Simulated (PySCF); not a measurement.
CrOBr2, SMILES [O]=[Cr]([Br])[Br] (connectivity only; charge and spin as stated), neutral, multiplicity 3. Atoms are numbered in the order given.

```xyz
4

Cr     0.0000     0.0000    -0.6781
O      0.0000     0.0000    -2.2079
Br     0.0000    -1.9852     0.4848
Br     0.0000     1.9852     0.4848
```
Charge 0, spin multiplicity 3.

The structure is a stationary point at B3LYP-D3(BJ)/def2-SVP. The multiplicity is an assumed one; other spin states were not compared.

Calculation: PBE/def2-TZVP in PySCF.

Gas-phase values at a fixed geometry.

Computed frontier levels, dipole moment and polarisability:
- α spin, highest occupied and lowest empty level: -6.50 and -5.32 eV
- β spin, highest occupied and lowest empty level: -7.55 and -4.67 eV
- dipole moment: 0.09 D
- quadrupole, principal values (traceless, Buckingham form, about the centre of nuclear charge): -2.14, -1.24, 3.38 D·Å
- mean static polarisability: 79.4 bohr³ (11.76 Å³)
- polarisability, principal values: 48.4, 76.8, 112.9 bohr³
- ⟨S²⟩: 2.046 (pure state 2.00)
